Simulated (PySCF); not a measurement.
Bi(TeH)3, H3BiTe3, SMILES [Bi]([TeH])([TeH])[TeH] at its PBE0/def2-SVP optimised geometry (Å):

```
7

Bi     0.7536     0.6735     0.0000
Te    -2.1088     0.6735     0.0000
H     -2.1402     2.3420     0.0000
Te     0.7133    -1.9628    -1.1642
H      2.1402    -2.3420    -0.3908
Te     1.0243     0.0989     2.8050
H      2.6758     0.3374     2.7205
```

Calculation: PBE0/def2-TZVP, def2 effective core potentials past Kr (PySCF 2.14.0). The core electrons that the potentials of Bi, Te replace are not part of the density. Cells within 0.4 Å of a nucleus heavier than hydrogen are left out (blank, or x).

Map of the deformation density (molecule minus spherical neutral atoms) (e/bohr³) on the plane z = 0.0 Å:

```
|3333333333333333333333333333333|
|3333333333333333333333333333333|
|3333333333333333333333333333333|
|3333332222233333333333333333333|
|3333322222222333333333333333333|
|3333222222222222222223333333333|
|3332222212222222222222233333333|
|3322223474322222222222223333333|
|3322234796332222233332222333333|
|3222224675322222334333222233333|
|3222222333223333344443322233333|
|3222222222123333211243322223333|
|3222223xxx2344322xx044322223333|
|3222333xxx2344323xx043322223333|
|32223440x1334432223133222223333|
|3222334443233322222222222223333|
|3322233332222222222222222233333|
|3322222222222223333322222233333|
|3332222222222233333332222233333|
|3333222222222333333322222233333|
|3333322222222333332222222223333|
|3333333222233333332233322223333|
|3333333333333333332334322223333|
|3333333333333333333344312223333|
|3333333333333333333333222223333|
|3333333333333333333333222223333|
|3333333333333333333222222233333|
|3333333333333333333222222333333|
|3333333333333333333333333333333|
|3333333333333333333333333333333|
|3333333333333333333333333333333|
```
Scale: ten equal steps from -0.023 (start of '0') to 0.051 (end of '9'), in the order '0123456789'; x runs from -4.50 to 4.50, y from -4.50 (bottom) to 4.50 (top).
